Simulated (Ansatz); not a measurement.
Born–Oppenheimer molecular dynamics of ClFGeH₄O₃ (10 atoms, charge 0, multiplicity 1). It starts at the highest image of a converged band, a first-order saddle point between two minima.

Computed with Ansatz, RKS PBE0-D4/def2-SVP.

```
ensemble                      : NVE (velocity Verlet)
time step                     : 0.5 fs
steps asked                   : 200
starting velocities drawn for : 300 K
seed                          : 3128
```

First frame:

```xyz
10
Properties=species:S:1:pos:R:3
Ge 0.094 0.064 -0.213
Cl -1.155 0.491 1.938
O 1.466 0.013 -1.290
H 1.895 -0.849 -1.245
O -0.916 1.267 -0.959
H -1.602 1.534 -0.332
O -0.189 -1.641 0.069
H -0.799 -1.758 0.810
F 1.339 0.973 1.209
H 0.588 0.995 1.862
```

Problem. What does the run give?

Solution. The run went to its last step.

- steps done: 200
- time covered: 100 fs
- mean temperature over the second half: 400 K
- spread of the potential energy over the second half: 21.5 meV per atom
- mean potential energy of the second half above the start: -10.3 meV per atom

The conserved energy stayed within 0.23 meV per atom of its start (net change 0.02 meV per atom), so the integration is sound. The kinetic energy rose, since the run started high on the potential surface and went downhill. It ends in pieces (ClH + FGeH3O3), so much of that is their flight and rotation, not heat. A run of 0.1 ps of so small a system gives no equilibrium averages. The orbitals stay closed-shell, which can raise the energy where a bond breaks towards radicals; this wasn't checked here.

Problem. What happens to the structure?

Solution. Between its relaxed ends the band would form Ge1–F9, Cl2–H10 and break Ge1–Cl2, F9–H10. These pairs go: Ge1–F9 2.10 → 1.68 Å, Cl2–H10 1.82 → 1.29 Å, Ge1–Cl2 2.52 → 3.17 Å, F9–H10 1.00 → 1.86 Å. In the last frame they stand as after the step (other bonds may differ from the relaxed reactants and products). It ends as ClH + FGeH3O3. Pairs count as bonded within 1.25 times the sum of covalent radii (0.12 Å more for H–H). The details hang on the random start.

Problem. How do temperature and energy run in time?

Solution. 
```json
{"time (fs)": "0", "T (K)": "300", "potential energy less start (eV)": "0.000", "conserved less start (meV/atom)": "0.00"}
{"time (fs)": "3", "T (K)": "233", "potential energy less start (eV)": "0.071", "conserved less start (meV/atom)": "0.16"}
{"time (fs)": "6", "T (K)": "190", "potential energy less start (eV)": "0.115", "conserved less start (meV/atom)": "0.17"}
{"time (fs)": "9", "T (K)": "190", "potential energy less start (eV)": "0.114", "conserved less start (meV/atom)": "0.03"}
{"time (fs)": "12", "T (K)": "147", "potential energy less start (eV)": "0.160", "conserved less start (meV/atom)": "0.14"}
{"time (fs)": "15", "T (K)": "135", "potential energy less start (eV)": "0.172", "conserved less start (meV/atom)": "0.21"}
{"time (fs)": "18", "T (K)": "184", "potential energy less start (eV)": "0.121", "conserved less start (meV/atom)": "0.06"}
{"time (fs)": "21", "T (K)": "165", "potential energy less start (eV)": "0.140", "conserved less start (meV/atom)": "0.09"}
{"time (fs)": "24", "T (K)": "102", "potential energy less start (eV)": "0.207", "conserved less start (meV/atom)": "0.22"}
{"time (fs)": "27", "T (K)": "107", "potential energy less start (eV)": "0.200", "conserved less start (meV/atom)": "0.11"}
{"time (fs)": "30", "T (K)": "106", "potential energy less start (eV)": "0.201", "conserved less start (meV/atom)": "0.07"}
{"time (fs)": "33", "T (K)": "80", "potential energy less start (eV)": "0.229", "conserved less start (meV/atom)": "0.21"}
{"time (fs)": "36", "T (K)": "128", "potential energy less start (eV)": "0.179", "conserved less start (meV/atom)": "0.13"}
{"time (fs)": "39", "T (K)": "187", "potential energy less start (eV)": "0.117", "conserved less start (meV/atom)": "0.03"}
{"time (fs)": "42", "T (K)": "166", "potential energy less start (eV)": "0.140", "conserved less start (meV/atom)": "0.17"}
{"time (fs)": "45", "T (K)": "166", "potential energy less start (eV)": "0.140", "conserved less start (meV/atom)": "0.16"}
{"time (fs)": "48", "T (K)": "196", "potential energy less start (eV)": "0.108", "conserved less start (meV/atom)": "0.01"}
{"time (fs)": "51", "T (K)": "150", "potential energy less start (eV)": "0.156", "conserved less start (meV/atom)": "0.10"}
{"time (fs)": "54", "T (K)": "118", "potential energy less start (eV)": "0.190", "conserved less start (meV/atom)": "0.19"}
{"time (fs)": "57", "T (K)": "179", "potential energy less start (eV)": "0.126", "conserved less start (meV/atom)": "0.02"}
{"time (fs)": "60", "T (K)": "194", "potential energy less start (eV)": "0.110", "conserved less start (meV/atom)": "0.05"}
{"time (fs)": "63", "T (K)": "185", "potential energy less start (eV)": "0.121", "conserved less start (meV/atom)": "0.19"}
{"time (fs)": "66", "T (K)": "252", "potential energy less start (eV)": "0.051", "conserved less start (meV/atom)": "0.04"}
{"time (fs)": "69", "T (K)": "281", "potential energy less start (eV)": "0.020", "conserved less start (meV/atom)": "0.03"}
{"time (fs)": "72", "T (K)": "266", "potential energy less start (eV)": "0.037", "conserved less start (meV/atom)": "0.19"}
{"time (fs)": "75", "T (K)": "349", "potential energy less start (eV)": "-0.050", "conserved less start (meV/atom)": "0.08"}
{"time (fs)": "78", "T (K)": "445", "potential energy less start (eV)": "-0.150", "conserved less start (meV/atom)": "0.01"}
{"time (fs)": "81", "T (K)": "493", "potential energy less start (eV)": "-0.198", "conserved less start (meV/atom)": "0.16"}
{"time (fs)": "84", "T (K)": "579", "potential energy less start (eV)": "-0.287", "conserved less start (meV/atom)": "0.15"}
{"time (fs)": "87", "T (K)": "676", "potential energy less start (eV)": "-0.389", "conserved less start (meV/atom)": "0.02"}
{"time (fs)": "90", "T (K)": "669", "potential energy less start (eV)": "-0.381", "conserved less start (meV/atom)": "0.11"}
{"time (fs)": "93", "T (K)": "636", "potential energy less start (eV)": "-0.345", "conserved less start (meV/atom)": "0.21"}
{"time (fs)": "96", "T (K)": "661", "potential energy less start (eV)": "-0.372", "conserved less start (meV/atom)": "0.08"}
{"time (fs)": "99", "T (K)": "685", "potential energy less start (eV)": "-0.398", "conserved less start (meV/atom)": "0.09"}
```

Run time: 8.7 min on 4 threads of Arm Neoverse V1, on a shared host, peak memory 0.36 GiB.
